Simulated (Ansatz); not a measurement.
Consider the ligand exchange at the Sn–F bond: `[CH3][SnH]([F])[SH]` + CH₃OH → `C[O][SnH]([CH3])[SH]` + H–F.

Isolated molecules relaxed with PBE0-D4/def2-TZVP in Ansatz; ΔE leaves out vibrations. CCSD(T)/CBS adds triple-zeta CCSD(T) − MP2 to the extrapolated MP2 energy (def2 sets, frozen cores). This one scheme is used for every species. DFT in def2-TZVPP. def2 core potentials past Kr. For Sn outer-core shells are correlated without core-valence functions, which leaves a few kJ/mol of doubt a bond. Each species was taken in one conformer, which may not be the lowest.

`[CH3][SnH]([F])[SH]`:

```xyz
9

C    -0.244    0.076   -1.327
Sn    0.267    0.545    0.677
F    -1.395    1.163    1.437
S     0.935   -1.376    1.928
H     0.621   -0.335   -1.846
H    -1.049   -0.659   -1.320
H    -0.584    0.979   -1.834
H     1.379    1.793    0.992
H     0.071   -2.185    1.293
```

CH₃OH:

Z-matrix (Å, degrees):
```
C
O 1 1.409
H 1 1.097 2 112.4
H 1 1.090 2 107.0 3 -118.5
H 1 1.097 2 112.4 3 123.0
H 2 0.959 1 108.5 3 -61.6
```

`C[O][SnH]([CH3])[SH]`:

Z-matrix (Å, degrees):
```
C
O 1 1.404
H 1 1.100 2 112.4
H 1 1.094 2 108.3 3 118.8
H 1 1.098 2 112.5 3 -122.1
Sn 2 1.967 1 119.9 3 66.4
S 6 2.405 2 107.8 1 55.1
C 6 2.128 2 109.5 1 -60.5
H 6 1.702 2 102.6 1 173.3
H 7 1.343 6 93.5 2 69.5
H 8 1.090 6 109.5 2 -56.6
H 8 1.090 6 109.3 2 63.3
H 8 1.090 6 109.9 2 -176.9
```

H–F:

Z-matrix (Å, degrees):
```
F
H 1 0.920
```

| species | r2SCAN-D4 energy (Eh) |
| --- | --- |
| `[CH3][SnH]([F])[SH]` | -753.57427 |
| CH₃OH | -115.70611 |
| `C[O][SnH]([CH3])[SH]` | -768.81682 |
| H–F | -100.44667 |

(1) Work out ΔE.

Largest T1 diagnostic among the species: 0.013.

## Answers

(1) ΔE = (-768.81682) + (-100.44667) − (-753.57427) − (-115.70611) = 0.01689 Eh = +10.6 kcal/mol. CCSD(T)/CBS gives +7.9 kcal/mol.

The D4 term adds −2.6 kcal/mol with B3LYP and −1.5 kcal/mol with PBE0; it sums over pairs of atoms, weighted by their polarisabilities, and B3LYP, whose exchange is more repulsive, gets the larger term. In def2-TZVPP, CCSD(T) changes the Hartree–Fock value by −5.6 kcal/mol (the triples alone add −0.8 kcal/mol) and MP2 by −6.7 kcal/mol.

B3LYP here is the variant with VWN-RPA as its local correlation; programs differ in this.
